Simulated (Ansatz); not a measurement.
CH4OSi, SMILES `O=C[SiH3]` (charge 0, multiplicity 1).

Cartesian coordinates (Å):
SMILES: O=C[SiH3]
```xyz
7

O      1.9398     0.2546     0.6512
C      1.1151     0.0583    -0.2090
Si    -0.7803    -0.0258     0.1420
H      1.4522    -0.0829    -1.2646
H     -1.4424     1.0266    -0.6654
H     -1.2721    -1.3488    -0.3111
H     -1.0259     0.1719     1.5840
```
Charge 0, multiplicity 1.

Frozen-core energies in 6-31g from Ansatz (a first-principles code) at a geometry from B3LYP-D3(BJ)/def2-TZVP; the HF reference has <S^2> = 0.00 (restricted, and unstable towards unrestricted orbitals) and the T1 diagnostic is 0.015.

```json
[
 {"level": "HF", "energy (Ha)": "-403.83190"},
 {"level": "MP2", "energy (Ha)": "-404.10245"},
 {"level": "CCSD", "energy (Ha)": "-404.12790"},
 {"level": "CCSD(T)", "energy (Ha)": "-404.13564"}
]
```

### Question
Estimate the energies of CCSDT, CCSDT(Q) and CCSDTQ, and give each level's difference from CCSDTQ.

### Answer

```
level     energy (Ha)  difference from CCSDTQ (mHa)
--------  -----------  ----------------------------
MP2        -404.10245                         34.78
CCSD       -404.12790                          9.34
CCSD(T)    -404.13564                          1.60
CCSDT      -404.13634                          0.90
CCSDT(Q)   -404.13735                         -0.11
CCSDTQ     -404.13724                          0.00
```
